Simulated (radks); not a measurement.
Results of a calculation; reference values are marked as such.
Spherical quantum dot in the effective-mass picture: electrons in a parabolic well V = omega^2 r^2 / 2 with omega = 1.03, with a point charge +2 (a donor) at the centre, all in effective atomic units (hartree* = m*/eps^2 hartree, bohr* = eps/m* bohr), one dielectric constant everywhere. Level of theory: non-relativistic Kohn-Sham, PBEsol, spin-polarised, spherical densities (a radial shooting solver with Libxc functionals). Levels are named by radial order and angular momentum (1s, 1p, 1d, 2s, ...), and open shells are averaged over m. Results are scaled to m* = 0.05 and eps = 8.8, for which hartree* = 17.57 meV and bohr* = 9.314 nm. Each electron was tried in the lowest free levels, single moves between levels near the top were tried too, and the lowest total energy was kept; such a search can miss a lower state. At N = 1 the Hartree and exchange-correlation terms need not cancel, so that row can carry a self-interaction error.

\begin{tabular}{lrrrrrrr}
N & open shells & 2S & E (meV) & mu = E(N) - E(N-1) (meV) & addition energy mu(N+1) - mu(N) (meV) & e(HOMO) (meV) & rms radius (nm) \\ \hline
1 & 1s(up 1, down 0) & 1 & -28.7196 & -28.720 & 22.95 & -19.697 & 6.864 \\
2 & none & 0 & -34.4882 & -5.7686 & 47.59 & 1.9391 & 7.644 \\
3 & 1p(up 1, down 0) & 1 & 7.33334 & 41.822 & 9.147 & 46.291 & 10.24 \\
4 & 1p(up 2, down 0) & 2 & 58.3020 & 50.969 & 9.380 & 55.668 & 11.56 \\
5 & 1p(up 3, down 0) & 3 & 118.650 & 60.348 & 12.18 & 65.003 & 12.46 \\
6 & 1p(up 3, down 1) & 2 & 191.176 & 72.525 & 8.135 & 76.522 & 13.23 \\
7 & 1p(up 3, down 2) & 1 & 271.836 & 80.660 & 8.319 & 84.820 & 13.86 \\
8 & none & 0 & 360.816 & 88.979 & 13.80 & 93.125 & 14.41 \\
9 & 2s(up 1, down 0) & 1 & 463.592 & 102.78 & 8.418 & 106.55 & 15.11 \\
10 & none & 0 & 574.785 & 111.19 & 15.28 & 114.91 & 15.72 \\
11 & 1d(up 1, down 0) & 1 & 701.259 & 126.47 & 6.860 & 129.91 & 16.31 \\
12 & 1d(up 2, down 0) & 2 & 834.593 & 133.33 & 6.814 & 136.75 & 16.83 \\
13 & 1d(up 3, down 0) & 3 & 974.742 & 140.15 & 6.752 & 143.54 & 17.30 \\
14 & 1d(up 4, down 0) & 4 & 1121.64 & 146.90 & 6.680 & 150.25 & 17.73 \\
15 & 1d(up 5, down 0) & 5 & 1275.22 & 153.58 & 8.366 & 156.90 & 18.13 \\
16 & 1d(up 5, down 1) & 4 & 1437.17 & 161.95 & 6.310 & 165.10 & 18.51 \\
17 & 1d(up 5, down 2) & 3 & 1605.43 & 168.26 & 6.285 & 171.41 & 18.87 \\
18 & 1d(up 5, down 3) & 2 & 1779.97 & 174.54 & 6.244 & 177.67 & 19.21 \\
19 & 1d(up 5, down 4) & 1 & 1960.76 & 180.79 & 6.194 & 183.89 & 19.53 \\
20 & none & 0 & 2147.74 & 186.98 & 17.13 & 190.06 & 19.84 \\
21 & 1f(up 1, down 0) & 1 & 2351.85 & 204.11 & 5.685 & 206.96 & 20.20 \\
22 & 1f(up 2, down 0) & 2 & 2561.64 & 209.79 & 5.657 & 212.63 & 20.55 \\
23 & 1f(up 3, down 0) & 3 & 2777.09 & 215.45 & 5.625 & 218.27 & 20.88 \\
24 & 1f(up 4, down 0) & 4 & 2998.17 & 221.08 & 5.590 & 223.88 & 21.19 \\
25 & 1f(up 5, down 0) & 5 & 3224.83 & 226.67 & 5.553 & 229.45 & 21.48 \\
26 & 1f(up 6, down 0) & 6 & 3457.05 & 232.22 & 5.515 & 234.98 & 21.77 \\
27 & 1f(up 7, down 0) & 7 & 3694.79 & 237.73 & 6.176 & 240.48 & 22.04 \\
28 & 1f(up 7, down 0) 2p(up 1, down 0) & 8 & 3938.70 & 243.91 & 5.583 & 246.70 & 22.31 \\
29 & 1f(up 7, down 0) 2p(up 2, down 0) & 9 & 4188.19 & 249.49 & 5.571 & 252.28 & 22.56 \\
30 & 1f(up 7, down 0) 2p(up 3, down 0) & 10 & 4443.25 & 255.06 & 5.933 & 257.84 & 22.81 \\
31 & 1f(up 7, down 1) 2p(up 3, down 0) & 9 & 4704.25 & 261.00 & 5.200 & 263.60 & 23.05 \\
32 & 1f(up 7, down 2) 2p(up 3, down 0) & 8 & 4970.44 & 266.20 & 5.181 & 268.79 & 23.29 \\
33 & 1f(up 7, down 3) 2p(up 3, down 0) & 7 & 5241.82 & 271.38 & 5.159 & 273.96 & 23.51 \\
34 & 1f(up 7, down 4) 2p(up 3, down 0) & 6 & 5518.35 & 276.54 & 5.135 & 279.11 & 23.74 \\
35 & 1f(up 7, down 5) 2p(up 3, down 0) & 5 & 5800.02 & 281.67 & 5.040 & 284.26 & 23.95 \\
36 & 2p(up 2, down 0) & 2 & 6086.73 & 286.71 & 5.220 & 289.30 & 24.16 \\
37 & 2p(up 3, down 0) & 3 & 6378.66 & 291.93 & 6.190 & 294.56 & 24.37 \\
38 & 2p(up 3, down 1) & 2 & 6676.78 & 298.12 & 5.146 & 300.69 & 24.57 \\
39 & 2p(up 3, down 2) & 1 & 6980.05 & 303.27 & 5.144 & 305.84 & 24.77 \\
40 & none & 0 & 7288.46 & 308.41 & 9.663 & 310.98 & 24.97 \\
41 & 3s(up 1, down 0) & 1 & 7606.53 & 318.07 & 5.367 & 320.57 & 25.18 \\
42 & none & 0 & 7929.97 & 323.44 & 6.804 & 325.93 & 25.39 \\
43 & 1g(up 1, down 0) & 1 & 8260.21 & 330.24 & - & 332.60 & 25.59 \\
\end{tabular}

All shells are closed at N = 2, 8, 10, 20, 40, 42 (there: 1s2 1p6 1d10 2s2 1f14 2p6 3s2); the second difference of the energy has clear peaks (12 % above both neighbours; the first and last values, which can be the largest, are not judged, and half-filled shells can peak too) at N = 2, 5, 8, 10, 15, 20, 37, 40.
